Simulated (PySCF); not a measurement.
## C$_{6}$H$_{10}$OSi: full NMR table

```
Formula                               : C6H10OSi
SMILES                                : CC/C=C1\C=CO[SiH2]1
Point group of the computed structure : C1
Degrees of unsaturation               : 3
Carbon signals                        : 6
Proton signals                        : 6
```

Atoms are numbered as in `[CH3:1][CH2:2]/[CH:3]=[C:4]1\[CH:5]=[CH:6][O:7][SiH2:8]1`; H(Xn) means a hydrogen on atom n.

Computed data (PySCF 2.14.0 with density-fitted response routines): structure optimised with GFN2-xTB, GIAO PBE0/pcSseg-1 shieldings. A single conformation, no solvent model, one averaged value for each set of equivalent atoms, no relativistic terms.

References, each an isolated molecule treated in the same way: $^{1}$H (31.72 ppm), $^{13}$C (186.93 ppm), $^{29}$Si (349.16 ppm) against TMS; $^{17}$O (336.08 ppm) against H2O.

| carbon | δC, type | δH (multiplicity) | HMBC from (2–3 bonds) | span of the C tensor (ppm) |
| --- | --- | --- | --- | --- |
| C1 | 16.6, CH3 | 1.10 (t) | H(C3), H(C2) | 26 |
| C2 | 30.0, CH2 | 2.38 (m) | H(C3), H(C1) | 26 |
| C3 | 145.8, CH | 5.83 (t) | H(C5), H(Si8), H(C2), H(C1) | 217 |
| C4 | 139.5, C | – | H(C6), H(C5), H(C3), H(Si8), H(C2) | 185 |
| C5 | 113.4, CH | 6.30 (d) | H(C6), H(C3), H(Si8) | 188 |
| C6 | 162.0, CH | 6.83 (d) | H(C5), H(Si8) | 163 |

Other nuclei:
```tsv
atoms	nucleus	environment	δ (ppm)	σ (ppm)
H(Si8)	$^{1}$H	hydrogen on a silicon bonded to C, O, in a 5-membered ring	5.31	26.40
Si8	$^{29}$Si	silicon bonded to C, O, 2 H, in a 5-membered ring	-15.3	364.5
O7	$^{17}$O	oxygen bonded to C, Si, in a 5-membered ring	113.4	222.7
```

Carbon types of the structure: 1 × C, 3 × CH, 1 × CH2, 1 × CH3, leaving 2 H on heteroatoms. δC 162.0: alkene carbon bearing oxygen; an sp2 carbon further deshielded by the attached heteroatom. δC 145.8: alkene CH; the olefinic region. δC 139.5: fully substituted alkene carbon; the olefinic region. δC 113.4: β carbon of an enol-ether or enamine type C=C; the O or N lone pair pushes π density onto this β carbon and shields it. δH 5.83: hydrogen on an alkene CH; olefinic region.

Shifts are as computed. Against solution values, carbons near 30 ppm lie about +3 ppm off and those near 130 ppm about +5 ppm. Of 1309 compounds with measured shifts, 239 miss one by over three times the rms of a fit or turn the order of signals round; such compounds aren't used in these exercises. Experimental scales use liquid or dissolved standards, which lie at an offset from isolated H2O (liquid H2O: subtract about 36 ppm). Multiplicities follow the n + 1 count of equivalent neighbours, as no J values were calculated; m marks all less simple cases, F and P coupling included.
